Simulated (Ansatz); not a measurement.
Single points on CrOF₄.

```yaml
crystal:
  periodic: [false, false, false]
  atoms:
    - {symbol: Cr, position_ang: [0.000069, -0.000147, 0.040252]}
    - {symbol: O, position_ang: [0.002393, -0.006311, 1.563119]}
    - {symbol: F, position_ang: [1.658736, 0.012839, -0.403360]}
    - {symbol: F, position_ang: [-0.011839, 1.660944, -0.394168]}
    - {symbol: F, position_ang: [-1.659969, -0.009633, -0.398256]}
    - {symbol: F, position_ang: [0.010610, -1.657692, -0.407587]}
basis:
  gaussian: {orbitals: def2-TZVP, initial_orbitals: start.molden}
hamiltonian: {xc: hf}
scf: {omitted_lower_state_checks: [starts]}
output: {orbitals: {seedname: orbitals}}
```

The file start.molden holds the orbitals of an earlier run on this structure, at another level or in another basis.

```sh
$ ansatz run in.yaml --threads 4 --pin off --events-out ev --progress --plain --max-ram 3916MiB
```

Shortened log:

```
Functional definition: HF
1542 factors; their error is unknown
mean field evaluation 1: about -41245.1473 eV, gradient 4.2e1 eV
mean field evaluation 2: about -41247.4895 eV, gradient 4.0e0 eV
mean field evaluation 4: about -41247.5862 eV, gradient 1.3e-2 eV
mean field evaluation 8: about -41248.3650 eV, gradient 1.9e-5 eV
mean field evaluation 16: about -41248.3650 eV, gradient 6.6e-5 eV
mean field -41248.36495635 eV, -1515.8494529999 hartree, gradient 6.6e-5 eV, S^2 0.000000; 0 other end points of the search recorded, 0 dependent functions left out
reference -41248.36495635 eV, -1515.8494529999 hartree; 34, 34 occupied and 166, 166 virtual orbitals, 1542 factors
Total energy: -41248.36495635 eV, -1515.8494529999 hartree
Checks for a lower state left out: starts
```

Run time 6 s (4 threads of Arm Neoverse V1 on a shared host), peak host memory 0.73 GiB.

As the first input, with `hamiltonian: {xc: {name: B97M-V}}` (abridged; 7.5 s):

```
Functional definition: B97M-V
mean field -41332.82890651 eV, -1518.9534459164 hartree, gradient 5.4e-5 eV, S^2 0.000000
Total energy: -41332.82898299 eV, -1518.9534487271 hartree
Checks for a lower state left out: starts
```

As the first input, with `gaussian: {orbitals: STO-3G}` (abridged; 0.25 s):

```
Functional definition: HF
mean field evaluation 16: about -40773.3710 eV, gradient 1.4e-4 eV
mean field -40773.37102266 eV, -1498.3937478993 hartree, gradient 2.5e-5 eV, S^2 0.000000
Total energy: -40773.37102266 eV, -1498.3937478993 hartree
Checks for a lower state left out: starts
```

The first input with `hamiltonian: {xc: {name: PBE-QIDH}}` and without the key `output` (abridged; 6.5 s):

```
Functional definition: PBE-QIDH
mean field -41296.97330700 eV, -1517.6357769384 hartree, gradient 2.6e-6 eV, S^2 0.000000; unrestricted orbitals would lower it
10 core orbitals not correlated: weight in the atoms' cores, before any rotation towards them, 1.000 or more for the frozen orbitals, at most 0.000 for the correlated occupied ones
second order -67.54343202 eV of doubles, -0.00000000 eV of singles
Total energy: -41319.48779660 eV, -1518.4631691704 hartree
Checks for a lower state left out: starts
```

The first input with `gaussian: {orbitals: def2-SVP, initial_orbitals: start.molden}`, `hamiltonian: {xc: pbe0, dispersion: d4}` (abridged; 1.5 s):

```
Functional definition: PBE0
mean field -41303.75442420 eV, -1517.8849783992 hartree, gradient 1.7e-5 eV, S^2 0.000000
Total energy: -41303.85943638 eV, -1517.8888375254 hartree
Checks for a lower state left out: starts
```

As the first input, with `correlation: {method: mp2}` and without the key `hamiltonian` (abridged; 13 s):

```
Functional definition: HF
mean field -41248.36499003 eV, -1515.8494542377 hartree, gradient 7.5e-6 eV, S^2 0.000000; unrestricted orbitals would lower it
mean field evaluation 16: about -41250.1474 eV, gradient 2.1e0 eV
unrestricted determinant -41250.76442465 eV, -1515.9376318336 hartree, S^2 1.5945
10 core orbitals not correlated: weight in the atoms' cores, before any rotation towards them, 1.000 or more for the frozen orbitals, at most 0.000 for the correlated occupied ones
second order -57.31382205 eV of doubles, -0.00000000 eV of singles
Total energy: -41305.67881208 eV, -1517.9556983494 hartree
Checks for a lower state left out: starts
```

The first input with `gaussian: {orbitals: 6-31G}` (abridged; 0.5 s):

```
Functional definition: HF
mean field evaluation 16: about -41236.4233 eV, gradient 7.9e-2 eV
mean field -41236.42328471 eV, -1515.4106046615 hartree, gradient 2.2e-5 eV, S^2 0.000000
Total energy: -41236.42328471 eV, -1515.4106046615 hartree
Checks for a lower state left out: starts
```

Geometry: r2SCAN-D4/def2-SVP.

The 6-31G sets use Cartesian d functions. Correlated methods freeze 10 core orbitals; core or outer-core shells of Cr are correlated, in sets that lack core-valence functions. At HF/def2-TZVP, PBE-QIDH/def2-TZVP, MP2/def2-TZVP the restricted singlet (for correlated methods, its reference) is unstable: a solution with broken spin symmetry lies lower. The restricted singlet is unstable towards broken spin symmetry at other levels; at B97M-V/def2-TZVP, PBE0-D4/def2-SVP this wasn't settled. The restricted singlet is unstable towards broken spin symmetry in Hartree–Fock (as tested in another run); at HF/STO-3G, HF/6-31G this wasn't settled. The geometry of the singlet was relaxed on an unsound state (restricted singlet, unstable towards broken spin symmetry at other levels and untested here).
